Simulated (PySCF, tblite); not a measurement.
Isomers of C5H7O2PS. Method: GFN2-xTB as coded in tblite; computed harmonic values from a numerical Hessian at the method's own geometry, unscaled. Errors from tens to a few hundred cm⁻¹ against measured bands are possible. One conformer each.

Electronic energies: PBE0/pcSseg-1 single points on the GFN2-xTB geometries (PySCF, gas phase).

```json
{"SMILES": "COc1pcsc1OC", "electronic energy, lowest = 0 (kcal/mol)": "69.3"}
{"SMILES": "C[P@@](=O)(O)c1ccsc1", "electronic energy, lowest = 0 (kcal/mol)": "0.5"}
{"SMILES": "C[P@](=O)(O)c1cccs1", "electronic energy, lowest = 0 (kcal/mol)": "0.0"}
```

**Question.** How do GFN2-xTB zero-point energies change the relative energies?

**Answer.** 
```csv
SMILES,ZPE (kcal/mol),of it from modes above 1550 cm⁻¹,electronic (kcal/mol),"with ZPE, lowest = 0 (kcal/mol)",lowest mode (cm⁻¹),rings
C[P@](=O)(O)c1cccs1,69.3,31.6,0.0,0.0,29,1
C[P@@](=O)(O)c1ccsc1,69.1,31.7,0.5,0.4,24,1
COc1pcsc1OC,70.2,29.8,69.3,70.2,62,1
```

The zero-point energies span 1.1 kcal/mol, from `C[P@@](=O)(O)c1ccsc1` to `COc1pcsc1OC`. The order is unchanged.

**Question.** And how do the electronic energies of GFN2-xTB itself compare?

**Answer.** `C[P@](=O)(O)c1cccs1` 0.0; `C[P@@](=O)(O)c1ccsc1` 0.5; `COc1pcsc1OC` 67.6 kcal/mol, lowest = 0. Against the energies above, taken from the same isomer `C[P@](=O)(O)c1cccs1`, the largest difference is 1.7 kcal/mol.
